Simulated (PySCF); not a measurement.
Two species compared at the same levels of theory.

First species: C₆H₁₂FNSi₂.
SMILES: `C=C[C@@H]1C=C(N([SiH3])[SiH3])[C@@H]1F`

Second species: C6H12FNSi2.
SMILES: `C=C(F)C[Si@](C)([SiH3])CC#N`

Levels: PBE0/pcSseg-1 for dipole moment, HOMO energy, LUMO energy and HOMO–LUMO gap; GFN2-xTB for rotational constant A and rotational constant C. Geometries: GFN2-xTB. All species are isolated and taken at one optimised geometry, non-relativistic unless stated. Electronic properties by PySCF.

The conformers computed, where there is a choice (atom-mapped SMILES and torsion angles):
- `[CH2:1]=[CH:2][C@@H:3]1[CH:4]=[C:5]([N:6]([SiH3:7])[SiH3:8])[C@@H:9]1[F:10]`: C1–C2–C3–C4 4°, C4–C5–N6–Si7 0°
- `[CH2:1]=[C:2]([F:3])[CH2:4][Si@:5]([CH3:6])([SiH3:7])[CH2:8][C:9]#[N:10]`: C1–C2–C4–Si5 -112°, C2–C4–Si5–C6 67°, C4–Si5–C8–C9 63°

```json
{"property": "dipole moment", "column X": "4.76 D", "column Y": "1.60 D"}
{"property": "HOMO energy", "column X": "-7.36 eV", "column Y": "-6.42 eV"}
{"property": "LUMO energy", "column X": "-0.18 eV", "column Y": "0.02 eV"}
{"property": "HOMO–LUMO gap", "column X": "7.18 eV", "column Y": "6.44 eV"}
{"property": "rotational constant A", "column X": "1.134 GHz", "column Y": "1.508 GHz"}
{"property": "rotational constant C", "column X": "0.599 GHz", "column Y": "0.531 GHz"}
```

Q: Which column belongs to which species?

A: Column X is the second species and column Y the first. The first has 22 atoms and 92 electrons, the second 22 and 92.

Q: How does each property change from the first species to the second?

A: dipole moment +3.16 D; HOMO energy -0.94 eV; LUMO energy -0.20 eV; HOMO–LUMO gap +0.74 eV; rotational constant A -0.374 GHz; rotational constant C +0.068 GHz.

On the first: The dipole equals about 5.3 × 10⁻³⁰ C·m (1 D = 3.33564 × 10⁻³⁰ C·m).

On the second: In atomic units the dipole is 1.87 e·bohr (1 au = 2.5417 D). A dipole of 4.76 D is allowed in C1, and pure rotational transitions are dipole-allowed.
